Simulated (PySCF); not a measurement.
**Highest orbital energy against ionisation energy along the second row**

Calculated with PySCF 2.14, no spin-orbit coupling. Each cell gives −ε(HOMO) / ΔSCF in eV; NIST values include spin-orbit coupling, (s) semi-empirical, (t) theoretical.

| species | UHF | LDA | PBE | PBE0 | r2SCAN | NIST (lowest levels) |
| --- | --- | --- | --- | --- | --- | --- |
| B²⁺ (dyall-acv3z, spin-free X2C) | 37.834 / 37.829 | 32.368 / 37.909 | 32.665 / 38.301 | 34.064 / 38.241 | 32.898 / 37.865 | 37.931 |
| C²⁺ (dyall-acv3z, spin-free X2C) | 46.117 / 45.797 | 40.172 / 46.967 | 40.378 / 47.126 | 42.055 / 47.061 | 40.682 / 46.635 | 47.888 |
| N²⁺ (dyall-acv3z, spin-free X2C) | 48.033 / 47.295 | 38.578 / 47.868 | 38.828 / 48.023 | 41.256 / 48.005 | 39.770 / 48.215 | 47.445 (s) |
| O²⁺ (dyall-acv3z, spin-free X2C) | 55.792 / 54.607 | 44.984 / 55.419 | 45.059 / 55.270 | 47.894 / 55.303 | 46.117 / 55.600 | 54.936 (s) |
| F²⁺ (dyall-acv3z, spin-free X2C) | 63.882 / 62.249 | 51.604 / 63.180 | 51.562 / 62.851 | 54.815 / 62.928 | 52.804 / 63.169 | 62.708 (s) |
| Ne²⁺ (dyall-acv3z, spin-free X2C) | 64.113 / 61.809 | 52.148 / 63.633 | 52.542 / 63.874 | 55.742 / 63.721 | 53.392 / 63.608 | 63.423 |

How far is −ε(HOMO) from ΔSCF on average for each method, and why?

UHF 1.03 eV; LDA -9.19 eV; PBE -9.07 eV; PBE0 -6.57 eV; r2SCAN -8.24 eV. Hartree-Fock orbital energies lack relaxation and so exceed the ΔSCF value; semilocal functionals have convex E(N) from self-interaction, so their HOMO lies far too high; exact exchange moves hybrids part of the way back.
